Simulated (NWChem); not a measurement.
C2BrCl2F; SMILES F/C(Cl)=C(/Cl)Br

```xyz
6

F     -1.9305     0.7127     0.0000
C     -0.6442     0.9793     0.0000
Cl    -0.2839     2.6441     0.0000
C      0.2793     0.0040     0.0000
Cl     1.9558     0.3303     0.0000
Br    -0.2544    -1.7899     0.0000
```
Atoms are numbered in this order, from 1.

Computed with NWChem. Pople sets run with spherical d functions. Coordinates come from a PBE0/def2-SVP optimisation. GIAO values for the isolated, static molecule; σ is the absolute isotropic shielding, δ = σ(reference) − σ with the isolated reference molecule computed at the same levels (13C: tetramethylsilane, 19F: trichlorofluoromethane). Spin-orbit effects, on the heavy nuclei and on their neighbours, are missing.

```tsv
level	δ F1 (ppm)	δ C2 (ppm)	σ Cl3 (ppm)	δ C4 (ppm)	σ Cl5 (ppm)	σ Br6 (ppm)
B3LYP/6-311G**	(withheld)	(withheld)	(withheld)	(withheld)	(withheld)	(withheld)
Hartree-Fock/6-31G*	-38.9	150.1	778.4	113.2	783.7	2225.3
B3LYP/6-31G*	-60.2	145.3	689.2	113.4	678.4	1982.7
```

Q: Fill in the missing entries.

A: 
- B3LYP/6-311G**, δ F1 (ppm): -73.7
- B3LYP/6-311G**, δ C2 (ppm): 156.4
- B3LYP/6-311G**, σ Cl3 (ppm): 672.9
- B3LYP/6-311G**, δ C4 (ppm): 123.8
- B3LYP/6-311G**, σ Cl5 (ppm): 663.2
- B3LYP/6-311G**, σ Br6 (ppm): 1832.5
